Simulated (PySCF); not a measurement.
Mg(Me)(SMe) (C₂H₆MgS), SMILES [CH3][Mg][S]C.

Geometry: B3LYP-D3(BJ)/def2-SVP. The structure was generated by enumeration; whether it is a known compound was not checked. One conformer was computed; it need not be the lowest.

Method: TDDFT-ωB97X/def2-SVPD (PySCF).

Vertical excitations. Isolated molecule, no solvent.

```csv
state,energy (eV),λ (nm),f,main pairs
S1,4.75,261,0.023,HOMO→LUMO 75 %
S2,4.90,253,0.019,"HOMO→LUMO+1 65 %, HOMO→LUMO 14 %, HOMO→LUMO+4 13 %"
S3,5.46,227,0.054,"HOMO−1→LUMO 46 %, HOMO−1→LUMO+1 22 %, HOMO→LUMO+2 17 %"
S4,5.60,221,0.078,"HOMO−1→LUMO+1 59 %, HOMO−1→LUMO 16 %, HOMO→LUMO+2 9 %"
S5,5.94,209,0.389,"HOMO→LUMO+2 52 %, HOMO−1→LUMO 30 %, HOMO→LUMO+5 9 %"
S6,6.01,206,0.008,"HOMO−1→LUMO+2 77 %, HOMO−1→LUMO+5 18 %"
S7,6.40,194,0.008,HOMO−2→LUMO 77 %
S8,6.58,189,0.047,HOMO−2→LUMO+1 70 %
S9,6.87,181,0.000,"HOMO→LUMO+6 49 %, HOMO→LUMO+3 12 %, HOMO→LUMO+7 9 %"
S10,7.10,175,0.006,"HOMO→LUMO+3 47 %, HOMO→LUMO+7 26 %"
T1,4.66,266,0,"HOMO→LUMO+1 40 %, HOMO→LUMO 34 %, HOMO→LUMO+4 12 %"
T2,4.68,265,0,"HOMO→LUMO 52 %, HOMO→LUMO+1 27 %"
T3,4.83,257,0,HOMO−1→LUMO 82 %
T4,5.27,235,0,"HOMO−1→LUMO+1 71 %, HOMO−1→LUMO+4 16 %"
```
Triplets are in the Tamm–Dancoff approximation, which puts them higher than full response would, so one can lie above its singlet here.
